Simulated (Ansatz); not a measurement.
Basis-set extrapolation for C₃H₁₀BN, SMILES `CB(C)CN` (PBE0-D4/def2-TZVP geometry, frozen core, Ansatz 0.2.0). Multiplicity 1, RHF reference.

```
                      def2-TZVPP   def2-QZVPP
                 HF  -198.641626  -198.651382
    MP2 correlation    -0.847903    -0.902804
CCSD(T) correlation    -0.937072      not run
```

Energies in hartree. Use E(X) = E(∞) + A·exp(−7.88·√X) for Hartree–Fock and E(X) = E(∞) + B·X^(−2.97) for correlation, with X = 3 and 4, and add CCSD(T) minus MP2 of the smaller set to the MP2 limit.

**Question.** What is the CCSD(T) energy at the basis-set limit?

**Answer.** HF limit: -198.651382 + (-0.009756) × 0.13774 = -198.65273. MP2 limit: -0.902804 + (-0.054901) × 0.74074 = -0.94347. Higher-order term: -0.937072 − (-0.847903) = -0.08917. Total: -199.68537 hartree, 280.1 kJ/mol below CCSD(T)/def2-TZVPP.
